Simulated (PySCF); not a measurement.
Fill in the blanks.

Compound: C2H3BCl2S.
SMILES with atom numbers: `[Cl:1][B:2]([Cl:3])[C@@H:4]1[CH2:5][S:6]1` (hydrogens: H7 on C4; H8, H9 on C5)

Conformer (atom-mapped SMILES and torsion angles): `[Cl:1][B:2]([Cl:3])[C@@H:4]1[CH2:5][S:6]1`: Cl1–B2–C4–C5 172°.

| property | level | value |
| --- | --- | --- |
| point group | PBE0-D3(BJ)/def2-SVP | ? |
| rotational constants A, B, C | PBE0-D3(BJ)/def2-SVP | ? |
| dipole moment | CAM-B3LYP/def2-SVPD | 2.20 D |
| HOMO energy | CAM-B3LYP/def2-SVPD | ? |
| LUMO energy | CAM-B3LYP/def2-SVPD | -0.63 eV |
| lowest singlet excitation | TDDFT CAM-B3LYP/def2-SVPD | 4.16 eV (298 nm, f = 0.018) |
| strongest line among the 10 lowest singlet transitions | TDDFT CAM-B3LYP/def2-SVPD | S7 at 6.98 eV (178 nm, f = 0.225) |
| lowest triplet excitation (Tamm–Dancoff) | TDA CAM-B3LYP/def2-SVPD | ? |
| static isotropic polarisability | CAM-B3LYP/def2-SVPD | 82.3 au |
| vertical ionisation energy | ΔSCF CAM-B3LYP/def2-SVPD | 9.28 eV |
| electronic spatial extent ⟨r²⟩ about the centre of nuclear charge | CAM-B3LYP/def2-SVPD | ? |
| 13C chemical shifts (computed TMS as zero) by class | GIAO KT2/pcSseg-2 | ? |
| 1H chemical shifts (computed TMS as zero) by class | GIAO KT2/pcSseg-2 | 2.96 (H8), 2.90 (H9), 2.84 (H7) ppm |
| isotropic shieldings of nuclei other than C and H, by class | GIAO KT2/pcSseg-2 | 48 (B2), 661 (S6), 725 (Cl1/Cl3) ppm |

Electronic properties: PySCF, gas phase, density fitting. Geometry: PBE0-D3(BJ)/def2-SVP, one conformer, isolated molecule. NMR classes are plain means over equivalent atoms (diastereotopic ones count apart unless rotation or inversion swaps them), as if these changed places fast; in this geometry the members of some classes differ.

Q: Give the point group.

A: C1.

Q: What are the rotational constants A, B, C?

A: 2.503, 1.378, 1.024 GHz.

Q: Give the HOMO energy.

A: -8.46 eV.

Q: What is the lowest triplet excitation (Tamm–Dancoff)?

A: 3.66 eV.

Q: Give the electronic spatial extent ⟨r²⟩ about the centre of nuclear charge.

A: 1096 bohr².

Q: Give the 13C chemical shifts (computed TMS as zero) by class.

A: 30.7 (C5), 30.1 (C4) ppm.

No computed singlet falls in the visible range (750 to 380 nm, 1.65 to 3.26 eV); S1 lies 0.90 eV above its blue end. The rotational constants make it an asymmetric top with κ = (2B − A − C)/(A − C) = -0.52, nearer the prolate limit (−1). The largest Löwdin shares of the HOMO are 0.72 on S6, 0.09 on C4 and 0.08 on C5. The principal polarisabilities are 70.2, 82.2 and 94.4 au; their mean is the isotropic value. The dipole equals about 7.4 × 10⁻³⁰ C·m (1 D = 3.33564 × 10⁻³⁰ C·m).
